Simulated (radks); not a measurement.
Results of a calculation; reference values are marked as such.
Species: Pm-. Configuration: [Xe] 4f6 6s2. Code: a radial shooting solver on a logarithmic mesh with Libxc functionals. Model: scalar-relativistic Kohn-Sham, PBEsol, spin-unpolarised, spherical densities, finite nucleus; Fermi nuclear charge, rms radius 4.962 fm; hard spherical wall at 3.5 bohr.

Radial electron density D(r) = 4 pi r^2 rho(r):

| r (bohr) | D(r) (e/bohr) |
|---|---|
| 0.002393 | 13.63 |
| 0.00272 | 16.47 |
| 0.003116 | 20.01 |
| 0.003541 | 23.89 |
| 0.004057 | 28.61 |
| 0.004611 | 33.63 |
| 0.005283 | 39.52 |
| 0.006053 | 45.89 |
| 0.006879 | 52.19 |
| 0.007881 | 58.96 |
| 0.008958 | 65.10 |
| 0.01026 | 71.02 |
| 0.01166 | 75.62 |
| 0.01336 | 79.07 |
| 0.01531 | 80.73 |
| 0.0174 | 80.55 |
| 0.01994 | 78.73 |
| 0.02266 | 76.02 |
| 0.02596 | 73.05 |
| 0.0295 | 71.30 |
| 0.0338 | 71.79 |
| 0.03873 | 75.57 |
| 0.04401 | 82.14 |
| 0.05043 | 91.17 |
| 0.05731 | 99.58 |
| 0.06566 | 105.6 |
| 0.07463 | 106.5 |
| 0.0855 | 101.7 |
| 0.09796 | 92.77 |
| 0.1113 | 84.21 |
| 0.1276 | 79.26 |
| 0.145 | 80.64 |
| 0.1661 | 86.90 |
| 0.1888 | 92.42 |
| 0.2163 | 91.73 |
| 0.2478 | 81.24 |
| 0.2816 | 64.91 |
| 0.3226 | 47.76 |
| 0.3667 | 38.08 |
| 0.4201 | 36.71 |
| 0.4775 | 40.33 |
| 0.547 | 43.15 |
| 0.6267 | 40.77 |
| 0.7123 | 34.08 |
| 0.8161 | 25.47 |
| 0.9275 | 18.81 |
| 1.063 | 14.36 |
| 1.208 | 11.98 |
| 1.384 | 10.15 |
| 1.585 | 8.395 |
| 1.802 | 6.858 |
| 2.064 | 5.590 |
| 2.346 | 4.576 |
| 2.688 | 3.077 |
| 3.055 | 1.161 |

D(r) has 4 maxima, at r = 0.0161, 0.0717, 0.200, 0.556 bohr, and minima at 0.0310, 0.132, 0.400 bohr, inside which lie 1.95, 11.14, 29.16 electrons.
